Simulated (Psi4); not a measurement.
trisilane (H8Si3), singlet, at a GFN2-xTB geometry. Base run: Psi4 1.11 with CCSD/STO-3G.

Here is a job for Psi4.
```
memory 2 GB

molecule mol {
0 1
Si    1.844347    0.778114   -0.032315
Si    0.164165   -0.812706   -0.092287
Si   -1.998435   -0.015297    0.118937
H     3.199017    0.233124   -0.147584
H     1.701845    1.753556   -1.117068
H     1.816064    1.543718    1.217351
H     0.413797   -1.824509    0.949779
H     0.276432   -1.592490   -1.337797
H    -2.320290    0.952466   -0.933897
H    -2.193734    0.681556    1.393588
H    -3.034216   -1.048978    0.054940
}

set {
  basis sto-3g
  reference rhf
}

energy('ccsd')
print_variables()
```

Variants of this job, named by their change:

```
change                ΔE vs base (mEh)  MP2 correlation (Eh)  basis functions                outcome
--------------------  ----------------  --------------------  ---------------  ---------------------
base                             0.000              -0.12866               35              converged
method = scs-mp2                     …              -0.12866               35              converged
method = cepa(1)                     -                     -               35  stopped with an error
puream = off                     0.000              -0.12866               35              converged
method = dlpno-mp2              52.143              -0.12860               35              converged
method = fno-ccsd(t)                 -                     -               35  stopped with an error
method = mp2                    52.126              -0.12862               35              converged
method = mp4                         -                     -               35  stopped with an error
method = omp2                   51.783              -0.12862               35              converged
puream = on                      0.000              -0.12866               35              converged
```

Question: Fill in the missing entries.

Answer: 
- method = scs-mp2, ΔE vs base (mEh): 34.298

- method = cepa(1): ended with `Fatal Error: ndocc must be less than nvirt`
- method = fno-ccsd(t): ended with `Fatal Error: ndocc must be less than nvirt`
- method = mp4: ended with `Fatal Error: ndocc must be less than nvirt`
